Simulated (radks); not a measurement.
The numbers below are computed, except where a source is named.
Task: All-electron atom: the gold ion Au3+ in [Xe] 4f14 5d8 (the NIST ground configuration). Code: a radial shooting solver on a logarithmic mesh with Libxc functionals. Model: scalar-relativistic Kohn-Sham, r2SCAN, spin-unpolarised, spherical densities, finite nucleus; meta-GGA in the generalised Kohn-Sham scheme; Fermi nuclear charge, rms radius 5.4371 fm. Some entries of the table are withheld. Estimate them.

| orbital | occ. | eigenvalue (hartree) | <r> (bohr) | <r^2> (bohr^2) |
|---|---|---|---|---|
| 1s | 2 | -2972.296 | 0.01687 | 0.0003934 |
| 2s | 2 | -526.5973 | 0.07112 | 0.005995 |
| 2p | 6 | (1) | 0.06425 | 0.005048 |
| 3s | 2 | -125.7280 | 0.1837 | 0.03859 |
| 3p | 6 | -104.9880 | 0.1850 | 0.03970 |
| 3d | 10 | (2) | 0.1677 | 0.03294 |
| 4s | 2 | -28.58301 | (3) | 0.1868 |
| 4p | 6 | -21.75268 | (4) | 0.2132 |
| 4d | 10 | -13.50346 | 0.4582 | 0.2425 |
| 5s | 2 | -5.39871 | 0.9274 | 0.9643 |
| 4f | 14 | -4.36276 | 0.4982 | (5) |
| 5p | 6 | -3.57912 | 1.064 | 1.277 |
| 5d | 8 | -1.50098 | (6) | 2.349 |

Result: 
(1) 2p eigenvalue (hartree): -455.4135
(2) 3d eigenvalue (hartree): -82.76837
(3) 4s <r> (bohr): 0.4070
(4) 4p <r> (bohr): 0.4332
(5) 4f <r^2> (bohr^2): 0.3008
(6) 5d <r> (bohr): 1.426
